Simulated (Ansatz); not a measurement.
One elementary step

Start structure (AlAsH$_{6}$O, singlet), relaxed at PBE0-D4/def2-TZVP:

```xyz
9
angstrom
Al -1.2324 -0.4669 0.3888
O -1.8673 0.9800 -0.2871
H -1.3046 -1.8106 -0.4688
H -1.1183 -0.4964 1.9733
H 1.9490 1.3266 0.5726
As 1.3819 0.0627 -0.0243
H -2.1994 1.0015 -1.1826
H 2.4736 -0.8668 0.4487
H 1.9175 0.2696 -1.4205
```

The step: AlH₃O ([OH][AlH2]) + AsH₃ → AlAsH₄ ([AlH2][AsH2]) + H₂O (still joined by a long Al–O bond); bonds formed: O2–H5; dative contacts that become bonds: Al1–As6; bonds broken: H5–As6; bonds weakened to dative contacts: Al1–O2. Ansatz 0.2.0; basis: def2-TZVPP and def2-QZVPP; cores frozen in the correlated methods. Filled d shells of the heavier atoms are correlated. The def2 sets are not built for correlating such inner shells, so the correlated values are less sure here. Extrapolation: Hartree–Fock as exp(−7.88 √X), correlation as X^−2.97. Energies below are by CCSD(T) at an estimated basis limit (MP2 extrapolated from triple and quadruple zeta, plus CCSD(T) − MP2 in triple zeta).

**Question.** What are the electronic barrier and the energy of the step, from the start structure to the end structure? (Judge from chemistry; the value comes from the calculation.)

**Answer.** The calculation gives: Barrier 1.171 eV; step energy 0.286 eV (uphill); reverse barrier, their difference, 0.886 eV. Barrier and step energy count from the start structure, the reverse barrier from the end structure.

The saddle point: One imaginary mode of 1108i cm⁻¹.
```csv
pair,start (Å),saddle (Å),end (Å)
Al1–As6,2.70,2.62,2.47
O2–H5,3.93,1.32,0.97
Al1–O2,1.72,1.83,2.02
H5–As6,1.51,1.84,3.10
```

Zero-point energy (harmonic, PBE0-D4): ZPE is 1.393 eV at the start and 1.332 eV at the saddle, so the barrier goes from 1.171 to 1.111 eV.

The T1 diagnostic stays at or below 0.012.

Labels in which every atom is bracketed show which atoms are joined, not bond orders.

For scale, one of the runs: CCSD(T)/def2-TZVPP, 205 basis functions, launched by `ansatz run in.yaml --threads 4 --pin off --events-out ev --progress --plain --max-ram 9574MiB`. Time: 59 s of wall clock on 4 CPU threads of an Arm Neoverse V2; the host was shared. Peak host memory: 2.6 GiB.
